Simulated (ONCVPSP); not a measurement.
Pseudopotential generation for zinc: ONCV, PBE, scalar-relativistic.

```
Element                 : zinc
Generator               : ONCVPSP 4.0.1
Type                    : optimised norm-conserving Vanderbilt (ONCV)
Functional              : PBE
Relativity              : scalar-relativistic
Frozen core             : [Ne]
Valence charge          : 20
Reference configuration : 3s2 3p6 3d10 4s2
Partial waves           : 3s+4s: rc 1.25 bohr, ncon 4, nbas 9, qcut 9.7 1/bohr, 3 projectors, debl 1.1 Ha; 3p: rc 0.75 bohr, ncon 4, nbas 7, qcut 9.9 1/bohr, 2 projectors, debl 1.3 Ha; 3d: rc 1.35 bohr, ncon 4, nbas 9, qcut 11.8 1/bohr, 2 projectors, debl 0.3 Ha
Local potential         : polynomial inside 0.60 bohr (lpopt 5, dvloc0 1 Ha)
Core correction         : Teter function, fcfact 4.5, rcfact 1.45
```

In the p channel the program set the typed energies aside and used -3.065, 0.250 Ha. In the d channel the program set the typed energies aside and used -0.373, 0.250 Ha.

All-electron outer shells of the reference configuration (PBE, scalar-relativistic, ld1.x):

```
shell  level (eV)  outermost node (bohr)  outermost maximum (bohr)
   2p    -1004.03                      –                      0.15
   3s     -129.23                   0.28                      0.59
   3p      -83.40                   0.25                      0.59
   3d      -10.14                      –                      0.57
   4s       -5.98                   0.85                      2.09
```

Results:

| Item | Value |
| --- | --- |
| Cutoffs needed | 66 Ha and 235 Ha (the cutoffs (Ha) at which the residual kinetic energy of the hardest occupied pseudo-wave falls to 1 and 0.1 mHa per electron) |
| Ghost test | no bound ghost flagged; GHOST(+) flags only above 600 eV |
| Largest excitation error | -577 meV (all-electron minus pseudo) for 3s1 3p6 3d10 4s2, out of 4 test configurations |
| rms error of d²Exc/dni dnj | 3.87 mHa without and 1.78 mHa with the model core |

Generation and tests took about 6.9 s on one core of a shared server CPU.
